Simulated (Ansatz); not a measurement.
One change: `BC` becomes `[CH3][GaH2]`.

Ansatz, PBE0-D4/def2-TZVP geometries, multiplicity 1. 

Scalar relativity is left out up to krypton.

```tsv
property	`BC`
LUMO energy (ωB97M-V/def2-TZVPP) / eV	0.70
LUMO energy (PBE/def2-TZVPP) / eV	-2.26
HOMO energy (B3LYP/def2-TZVPP) / eV	-8.82
HOMO–LUMO gap (PBE0/def2-TZVPP) / eV	7.77
HOMO energy (PBE0/def2-TZVPP) / eV	-8.99
HOMO–LUMO gap (PBE/def2-TZVPP) / eV	5.31
```

(1) Give the same properties after the change, and the shifts. (An estimate is asked.)

Results:

(1) The calculation gave: 
```json
{"property": "LUMO energy (ωB97M-V/def2-TZVPP) / eV", "`[CH3][GaH2]`": "0.29", "shift": "-0.41"}
{"property": "LUMO energy (PBE/def2-TZVPP) / eV", "`[CH3][GaH2]`": "-2.20", "shift": "0.06"}
{"property": "HOMO energy (B3LYP/def2-TZVPP) / eV", "`[CH3][GaH2]`": "-7.82", "shift": "1.00"}
{"property": "HOMO–LUMO gap (PBE0/def2-TZVPP) / eV", "`[CH3][GaH2]`": "6.65", "shift": "-1.12"}
{"property": "HOMO energy (PBE0/def2-TZVPP) / eV", "`[CH3][GaH2]`": "-8.03", "shift": "0.96"}
{"property": "HOMO–LUMO gap (PBE/def2-TZVPP) / eV", "`[CH3][GaH2]`": "4.61", "shift": "-0.70"}
```

With PBE0 the HOMO rises by 0.96 eV and the LUMO falls by 0.16 eV, so the gap narrows by about 1.12 eV. PBE moves the HOMO by 0.75 eV and ωB97M-V by 1.08 eV.

B3LYP here is the variant with VWN-RPA as its local correlation; programs differ in this.
